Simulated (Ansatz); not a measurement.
**BFH3Si2: where a starting geometry ends**

The starting geometry of this gas-phase doublet was optimised with GFN2-xTB.

```xyz
7

B     0.8097    0.7144    0.4008
F     1.5333    1.0283   -0.6859
Si   -0.6416   -0.5352    0.1887
Si   -0.9508   -1.3421   -1.8744
H    -1.2850   -0.7056    1.5296
H    -2.1260   -2.2684   -1.6937
H     1.1667    1.2661    1.3797
```

Q: Predict what it relaxes into with PBE0-D3(BJ)/def2-SVP.

A: It keeps its bonds.

The energy falls by 0.27 eV over 14 steps:

```json
{"step": "1", "E − E(last) (eV)": "0.270"}
{"step": "2", "E − E(last) (eV)": "0.084"}
{"step": "4", "E − E(last) (eV)": "0.036"}
{"step": "5", "E − E(last) (eV)": "0.022"}
{"step": "7", "E − E(last) (eV)": "0.008"}
{"step": "8", "E − E(last) (eV)": "0.001"}
{"step": "10", "E − E(last) (eV)": "0.000"}
{"step": "11", "E − E(last) (eV)": "0.000"}
{"step": "13", "E − E(last) (eV)": "0.000"}
{"step": "14", "E − E(last) (eV)": "0.000"}
```

Final geometry (Å):

```xyz
7

B     0.9235    0.7682    0.4019
F     1.5982    1.2228   -0.6407
Si   -0.5728   -0.5515    0.1107
Si   -1.1976   -1.2997   -1.9518
H    -1.5128   -0.6354    1.2775
H    -2.0113   -2.4898   -1.4528
H     1.2790    1.1429    1.4998
```

Frequencies at the end are all real (lowest 79 cm⁻¹). Open shells are spin-unrestricted. Run with Ansatz 0.2.0, 3 min on 1 thread of Arm Neoverse N1, with other jobs on the host.
